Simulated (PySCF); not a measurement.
Polarisability and C₆ of Rb- (rubidium, charge -1)

[Kr] 5s2, closed-shell 1S. All numbers are calculated (PySCF 2.14, the non-relativistic Hamiltonian (point nucleus), in dyall-av2z (22s16p9d, 115 functions)). Coupled (time-dependent) response in atomic units; α is the mean over directions. A double-zeta set is small for polarisabilities.

```csv
method,mean α (bohr³),C₆ (like pair),S(−4)
UHF,2865,142700,6159000
```

S(−4) is the Cauchy moment in α(ω) = α(0) + S(−4) ω² + …

α(iu) at UHF:

```csv
u (hartree),α(iu) (bohr³)
0,2865
0.0500,562.3
0.100,188.4
0.200,57.67
0.300,30.19
0.500,14.76
0.750,8.775
1.00,5.993
1.50,3.308
2.00,2.076
3.00,1.026
5.00,0.4056
```

A single London oscillator, α(iu) = α/(1 + u²/ω²), gives C₆ = (3/4) ω α². Matching the computed C₆ needs ω = 4 × 142700 / (3 × 2865²) = 0.0232 hartree.

For an ion, C₆ is the dispersion term alone; charge-induced terms of lower order in 1/R come first.

A non-relativistic calculation at this Z misses sizeable relativistic shifts. The outer electron is barely bound at this level, so radii and moments hang on the diffuse functions.
